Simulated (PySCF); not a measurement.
Telling isomers of C₆H₁₀F₂ apart by NMR

How the numbers were obtained: geometry from GFN2-xTB, PBE0/pcSseg-1 with gauge-including orbitals, in PySCF (fast rotation and ring inversion assumed for equivalent nuclei, no solvent model, one computed conformer, no relativistic terms).

Referencing at the same level of theory: TMS for ¹H, ¹³C. Splittings of carbon signals by F and P are missing where no couplings were computed. Where no couplings were computed, multiplicities follow the n + 1 count of equivalent neighbours, and m marks all less simple cases (inequivalent or close neighbours, rings, F or P nearby). Shifts are as computed. Against solution values, carbons near 30 ppm lie about +3 ppm off and those near 130 ppm about +5 ppm (rms about the fit 2.1 ppm; single classes can miss by 10 ppm). Of 1328 compounds with measured shifts, 309 miss one by over three times the rms of a fit or turn the order of signals round; such compounds aren't used in these exercises. Signals without a measured value on file couldn't be tested in this way; 1H shifts scatter by 0.2 ppm about their fit, and single ones miss by 0.5 ppm.

(1) Tabulate the signals of `C=C(C)CC(C)(F)F`, `CC/C(C)=C\C(F)F` and their relative energies.

(2) What is the quickest way to tell C=C(C)CC(C)(F)F from CC/C(C)=C\C(F)F?

Results:

(1) 
| SMILES | carbon types | δC | δH | E rel. (kcal/mol) |
| --- | --- | --- | --- | --- |
| C=C(C)CC(C)(F)F | 2×C 2×CH2 2×CH3 | 151.6, 130.7, 122.4, 51.1, 26.2, 25.2 | 5.33 (br s, 1H), 5.12 (br s, 1H), 2.62 (m, 2H), 2.02 (s, 3H), 1.61 (m, 3H) | 0.0 |
| CC/C(C)=C\C(F)F | 1×C 2×CH 1×CH2 2×CH3 | 159.9, 128.0, 118.6, 29.9, 27.9, 17.5 | 6.65 (m, 1H), 5.83 (m, 1H), 2.14 (q, 2H), 1.97 (s, 3H), 1.17 (t, 3H) | 6.8 |

Energies are electronic energies at PBE0/pcSseg-1 on these geometries, without zero-point or thermal terms, each for the one conformer computed, which needn't be the lowest.

(2) Both give the same number of carbon signals, but DEPT or the intensities differ. The first has a terminal =CH2 carbon at 122.4 ppm, the second an alkene CH at 128.0 ppm. Their most deshielded carbons lie at 151.6 and 159.9 ppm. In the proton spectra the most deshielded non-exchanging signals are 5.33 (br s, 1H) and 6.65 (m, 1H).
